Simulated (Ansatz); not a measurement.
Correlation energies of C₂H₅ClSi, SMILES `C=C[SiH2]Cl` by basis set

Cartesian coordinates in Å:
```
C 1.473 -0.486 0.222
C 0.407 -0.297 -0.551
Si -1.189 0.338 0.132
Cl -1.681 2.133 -0.754
H 1.455 -0.260 1.285
H 2.410 -0.873 -0.168
H 0.479 -0.533 -1.611
H -2.314 -0.587 -0.143
H -1.041 0.564 1.590
```

Total charge 0; spin multiplicity 1. All single points use the PBE0-D4/def2-TZVP geometry. It is one conformer, not always the lowest. Frozen core, restricted reference, Ansatz 0.2.0. CBS rows extrapolate triple and quadruple zeta; past MP2 they add the triple-zeta difference.

```tsv
basis	HF (Eh)	MP2 corr.	CCSD corr.	(T)	CCSD(T) total
def2-SVP	-826.81651	-0.49419	-0.54612	-0.01638	-827.37901
def2-TZVPP	-827.16769	-0.63424	-0.68452	-0.02940	-827.88161
def2-QZVPP	-827.19316	-0.68418	–	–	–
CBS(def2)	-827.19666	-0.72117	-0.77145	as TZ	-827.99751
```
